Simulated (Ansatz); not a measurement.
`O[SiH]([AlH2])CF` + `CSS` → `CSSCF` + `O[SiH2][AlH2]`  (substitution at a C–Si bond)

Program: Ansatz. Geometries: PBE0-D4/def2-TZVP. ΔE: electronic, gas phase. CCSD(T)/CBS adds triple-zeta CCSD(T) − MP2 to the extrapolated MP2 energy (def2 sets, frozen cores). Functionals use def2-TZVPP. B3LYP here is the variant with VWN-RPA as its local correlation; programs differ in this. Each species was taken in one conformer, which may not be the lowest.

`O[SiH]([AlH2])CF`:

```xyz
11

O    -0.389    1.877   -0.764
Si   -0.585    0.329   -0.204
Al    0.658   -1.348   -1.543
C    -0.099    0.164    1.625
F    -0.878    0.972    2.444
H     0.483    2.139   -1.058
H    -2.053    0.087   -0.266
H     0.409   -2.908   -1.359
H     1.731   -0.866   -2.616
H     0.952    0.432    1.793
H    -0.228   -0.877    1.948
```

`CSS`:

```xyz
7

C     0.772   -0.089   -0.581
S    -0.682   -1.012   -0.048
S    -1.885    0.436    0.729
H     1.305    0.330    0.272
H     0.494    0.699   -1.279
H     1.417   -0.811   -1.089
H    -1.421    0.447    1.996
```

`CSSCF`:

Cartesian coordinates in Å:
```
C 0.768 0.096 -1.675
S -0.509 -1.030 -1.073
S 0.018 -1.325 0.867
C -0.746 0.061 1.704
F -0.054 1.238 1.529
H 0.707 1.057 -1.168
H 1.756 -0.343 -1.545
H 0.569 0.230 -2.740
H -1.762 0.202 1.332
H -0.748 -0.186 2.770
```

`O[SiH2][AlH2]`:

```xyz
8

O    -0.122   -0.782    1.683
Si   -0.342    0.410    0.548
Al    0.605   -0.337   -1.595
H    -0.451   -0.609    2.566
H    -1.798    0.740    0.412
H     0.292    1.689    1.003
H     0.501    0.636   -2.850
H     1.315   -1.747   -1.768
```

| level | ΔE (kcal/mol) |
| --- | --- |
| r2SCAN-D4 | 0.4 |
| ωB97M-V | 0.8 |
| B3LYP | 0.9 |
| HF/def2-TZVPP | 0.8 |
| SCS-MP2/def2-TZVPP | 0.1 |
| CCSD/def2-TZVPP | 1.0 |
| HF/def2-QZVPP | 0.9 |
| SCS-MP2/def2-QZVPP | 0.2 |

Q: What does CCSD(T)/CBS give? (Best estimate.)

A: Computed: +0.6 kcal/mol. The listed levels differ from it by -0.2, 0.2, 0.3, 0.2, -0.5, 0.4, 0.3, -0.4 kcal/mol.

Largest T1 diagnostic among the species: 0.012.
